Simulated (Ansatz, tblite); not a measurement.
Cost and result up the ladder for `C[Si](C)(C)[Si](C)(C)[Si](C)(C)[Si](C)(C)[Si](C)(C)[Si](C)(C)[Si](C)(C)[Si](C)(C)[Si](C)(C)C` (89 atoms). Charge 0, multiplicity 1. Geometry: PBE-D4/def2-SVP.

Cartesian coordinates in Å:
```
C -0.510 -1.553 4.789
Si -1.930 -2.682 4.221
C -2.412 -3.827 5.665
C -1.335 -3.753 2.766
Si -3.844 -1.437 3.625
C -5.293 -2.677 3.450
C -4.275 -0.224 5.037
Si -3.696 -0.290 1.568
C -3.411 -1.561 0.174
C -5.409 0.516 1.272
Si -2.096 1.456 1.541
C -1.696 2.006 3.329
C -2.890 2.964 0.670
Si -0.049 1.018 0.436
C 0.957 2.633 0.656
C 0.922 -0.410 1.251
Si -0.273 0.537 -1.869
C -0.407 -1.344 -2.167
C -1.824 1.376 -2.607
Si 1.609 1.300 -3.081
C 1.743 3.204 -3.002
C 1.313 0.813 -4.909
Si 3.637 0.320 -2.366
C 3.429 -1.555 -2.058
C 4.279 1.136 -0.761
Si 5.268 0.606 -4.052
C 5.291 2.405 -4.672
C 6.981 0.181 -3.338
C 4.916 -0.560 -5.512
H -0.163 -0.904 3.960
H 0.356 -2.155 5.134
H -0.826 -0.900 5.628
H -1.543 -4.434 5.997
H -2.770 -3.242 6.537
H -3.222 -4.525 5.371
H -0.966 -3.123 1.930
H -0.505 -4.419 3.080
H -2.153 -4.391 2.372
H -5.456 -3.232 4.397
H -5.092 -3.420 2.651
H -6.238 -2.152 3.196
H -3.446 0.485 5.229
H -5.181 0.366 4.788
H -4.479 -0.778 5.977
H -2.431 -2.068 0.282
H -3.438 -1.073 -0.822
H -4.202 -2.340 0.193
H -5.433 1.051 0.300
H -5.652 1.249 2.068
H -6.209 -0.253 1.260
H -0.980 2.854 3.324
H -2.617 2.343 3.849
H -1.251 1.182 3.922
H -3.193 2.726 -0.369
H -3.792 3.299 1.222
H -2.178 3.815 0.632
H 0.445 3.490 0.173
H 1.966 2.540 0.208
H 1.081 2.872 1.732
H 1.876 -0.594 0.714
H 0.340 -1.354 1.240
H 1.170 -0.172 2.306
H 0.461 -1.882 -1.737
H -1.329 -1.762 -1.718
H -0.431 -1.558 -3.256
H -1.903 1.166 -3.694
H -1.790 2.476 -2.472
H -2.748 1.001 -2.119
H 0.806 3.676 -3.364
H 2.575 3.566 -3.641
H 1.925 3.559 -1.969
H 0.338 1.203 -5.266
H 2.106 1.230 -5.564
H 1.308 -0.289 -5.039
H 4.410 -2.029 -1.843
H 2.762 -1.750 -1.193
H 2.994 -2.061 -2.944
H 3.599 0.948 0.094
H 5.277 0.730 -0.495
H 4.381 2.234 -0.882
H 5.450 3.117 -3.837
H 4.333 2.670 -5.165
H 6.106 2.559 -5.411
H 7.771 0.282 -4.112
H 7.009 -0.861 -2.959
H 7.243 0.854 -2.495
H 5.692 -0.453 -6.299
H 3.930 -0.346 -5.973
H 4.911 -1.619 -5.182
```

Ansatz on 4 threads of AMD EPYC 7R13 on a shared host and a share (37 GiB) of an NVIDIA H100 80GB HBM3; xTB runs through tblite on one thread. Times are rough, summed over both states, and most runs start from the orbitals of an earlier one. PBE0-D4/def2-TZVP serves as the yardstick here, not as an exact answer. The other state is a triplet.

The xTB rows come from tblite. Single mean-field runs in def2-TZVP are fitted with def2-universal-jkfit.

xTB has no spin-polarisation term.

```tsv
level	functions	wall time
GFN1-xTB	281	1.1 s
GFN2-xTB	221	1.5 s
PBE-D4/def2-TZVP	1313	27 s
PBE0-D4/def2-TZVP (with forces)	1313	70 s
```

Q: Estimate what each level gives for the vertical triplet (eV).

A: 
| level | vertical triplet (eV) | difference from PBE0-D4/def2-TZVP (eV) |
| --- | --- | --- |
| GFN1-xTB | 2.89 | -1.67 |
| GFN2-xTB | 3.23 | -1.33 |
| PBE-D4/def2-TZVP | 4.05 | -0.51 |
| PBE0-D4/def2-TZVP (with forces) | 4.56 | 0.00 |
